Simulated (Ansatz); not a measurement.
`c1cc2sc(-c3cc4sc(-c5cc6sc(-c7cc8sc(-c9cc%10sccc%10s9)cc8s7)cc6s5)cc4s3)cc2s1`, relaxed as a singlet with RKS r2SCAN-D4/def2-SVP in Ansatz, starting from the GFN2-xTB geometry. Force threshold 0.03 eV/Å.

Single mean-field runs in def2-SVP are fitted with def2-universal-jkfit.

Start:

```xyz
52

C    -5.471   12.175    4.989
C    -5.859   10.918    5.325
C    -5.095    9.953    4.641
S    -5.045    8.228    4.607
C    -3.736    8.264    3.439
C    -3.182    7.048    2.941
C    -2.312    6.903    1.885
C    -1.979    5.562    1.671
S    -0.985    4.724    0.533
C    -1.393    3.186    1.280
C    -0.840    1.982    0.767
C    -0.089    1.821   -0.374
C     0.281    0.487   -0.565
S     1.178   -0.369   -1.768
C     0.934   -1.881   -0.911
C     1.467   -3.101   -1.414
C     1.422   -4.336   -0.805
C     2.041   -5.317   -1.582
S     2.322   -7.011   -1.391
C     3.144   -7.068   -2.944
C     3.679   -8.305   -3.401
C     3.660   -9.513   -2.747
C     4.293  -10.516   -3.492
S     4.612  -12.197   -3.255
C     5.410  -12.277   -4.791
C     5.437  -11.094   -5.457
C     4.797  -10.082   -4.716
S     4.484   -8.401   -4.960
C     3.185   -5.841   -3.562
C     2.564   -4.852   -2.790
S     2.284   -3.155   -2.966
C     0.195   -1.715    0.240
C    -0.173   -0.381    0.430
S    -1.090    0.468    1.625
C    -2.251    3.332    2.344
C    -2.584    4.673    2.561
S    -3.593    5.512    3.684
C    -3.371    9.546    3.103
C    -4.139   10.497    3.787
S    -4.179   12.225    3.835
H    -5.864   13.104    5.352
H    -6.646   10.692    6.020
H    -1.947    7.720    1.293
H     0.167    2.631   -1.031
H     0.972   -4.518    0.152
H     3.214   -9.652   -1.779
H     5.817  -13.217   -5.106
H     5.889  -10.949   -6.421
H     3.643   -5.677   -4.520
H    -0.068   -2.516    0.904
H    -2.616    2.506    2.926
H    -2.585    9.785    2.413
```

```tsv
step	energy (eV)	largest force component (eV/Å)	SCF passes
1	-139578.2651	0.707	23
2	-139578.4925	0.164	22
3	-139578.5144	0.058	22
4	-139578.5174	0.033	21
5	-139578.5183	0.039	21
6	-139578.5193	0.040	20
7	-139578.5196	0.041	21
8	-139578.5202	0.022	22
```

Force components are those of the run's own axes.

End:

```xyz
52

C    -5.5070   12.3070    5.0563
C    -5.9424   11.0307    5.3325
C    -5.1589   10.0689    4.6422
S    -5.1512    8.3391    4.5311
C    -3.7657    8.3702    3.4409
C    -3.2137    7.1420    2.9286
C    -2.4040    6.9742    1.8099
C    -2.0420    5.6229    1.6283
S    -1.0924    4.7523    0.4651
C    -1.4187    3.2207    1.2797
C    -0.8627    2.0022    0.7634
C    -0.0625    1.8216   -0.3611
C     0.2885    0.4678   -0.5394
S     1.2363   -0.4116   -1.6952
C     0.9094   -1.9362   -0.8720
C     1.4576   -3.1699   -1.3666
C     1.4541   -4.4122   -0.7369
C     2.0783   -5.3978   -1.5273
S     2.4087   -7.0914   -1.3411
C     3.1989   -7.1555   -2.9169
C     3.7401   -8.3995   -3.3944
C     3.7383   -9.6393   -2.7682
C     4.3691  -10.6260   -3.5610
S     4.6985  -12.3206   -3.3867
C     5.4720  -12.3678   -4.9430
C     5.4874  -11.1487   -5.5822
C     4.8558  -10.1547   -4.7900
S     4.5284   -8.4615   -4.9709
C     3.2014   -5.9152   -3.5456
C     2.5687   -4.9302   -2.7589
S     2.2364   -3.2390   -2.9465
C     0.1061   -1.7555    0.2515
C    -0.2354   -0.4011    0.4344
S    -1.1791    0.4778    1.5952
C    -2.2282    3.3922    2.3988
C    -2.5745    4.7456    2.5896
S    -3.5198    5.6147    3.7546
C    -3.3459    9.6670    3.1724
C    -4.1404   10.6215    3.8491
S    -4.1535   12.3535    3.9646
H    -5.9125   13.2437    5.4394
H    -6.7788   10.8085    5.9972
H    -2.1217    7.7980    1.1525
H     0.2444    2.6434   -1.0110
H     1.0317   -4.5759    0.2551
H     3.2975   -9.8088   -1.7841
H     5.8802  -13.3117   -5.3049
H     5.9306  -10.9894   -6.5661
H     3.6448   -5.7476   -4.5287
H    -0.2211   -2.5780    0.8887
H    -2.5449    2.5649    3.0374
H    -2.4863    9.8950    2.5402
```

By distances, no bond broke or formed. The bond that changes most is C1–C2, from 1.36 to 1.38 Å (atoms count from 1).

No frequencies were taken in this run, so the end may be a saddle point.

Run time 59 s (2 threads of AMD EPYC 7R13 on a shared host and a share (18 GiB) of an NVIDIA H100 80GB HBM3), peak host memory 1.2 GiB.
